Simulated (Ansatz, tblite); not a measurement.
Removing and adding an electron: (CdS)6 prism (Cd6S6). Charge 0, multiplicity 1. Geometry: r2SCAN-D4/def2-SVP. Ansatz, gas phase; energy differences of separate SCF runs; the oxidised species was run as a doublet alone; the reduced species was run as a doublet alone.

```csv
atom,x (Å),y (Å),z (Å)
Cd1,0.698,-2.186,-0.718
S2,1.925,-0.718,-2.275
Cd3,1.984,1.170,-0.690
S4,1.812,1.808,1.686
Cd5,0.611,-0.254,2.312
S6,0.130,-2.580,1.649
Cd7,-1.984,-1.170,0.690
S8,-1.812,-1.808,-1.686
Cd9,-0.612,0.254,-2.311
S10,-0.130,2.580,-1.649
Cd11,-0.698,2.186,0.718
S12,-1.925,0.718,2.275
```

In the def2 sets Cd takes a core potential; there is no spin–orbit coupling. The xTB rows come from tblite. Single mean-field runs in def2-TZVP are fitted with def2-universal-jkfit.

Task: Estimate orbital energies and vertical ionisation energies and electron affinities at: GFN1-xTB; GFN2-xTB; PBE-D4/def2-TZVP; PBE0-D4/def2-TZVP; r2SCAN0-D4/def2-TZVP.

Result: 
```
               level  −HOMO (eV)  vertical IE (eV)  −LUMO (eV)  vertical EA (eV)  HOMO–LUMO gap (eV)  IE − EA (eV)
            GFN1-xTB        9.26             11.08        6.40              4.72                2.86          6.36
            GFN2-xTB       11.45             13.32        8.75              6.82                2.70          6.51
    PBE-D4/def2-TZVP        5.83                 –        3.68              2.10                2.15             –
   PBE0-D4/def2-TZVP        6.82              8.14        2.94              1.84                3.88          6.30
r2SCAN0-D4/def2-TZVP        6.99              8.25        2.84              1.80                4.15          6.46
```

Relaxing the reduced species (r2SCAN-D4/def2-SVP) changes its energy by -0.04 eV at PBE-D4/def2-TZVP, so the adiabatic electron affinity to this nearest minimum is 2.14 eV. At PBE0-D4/def2-TZVP it is 1.87 eV.  Run but left out: PBE-D4/def2-TZVP (charge +1 doublet: an occupied level 0.06 eV above an empty one).   Raw xTB energy differences between charge states are shifted by several eV; the methods need an empirical correction for them. Sets without diffuse functions give affinities that are too small.
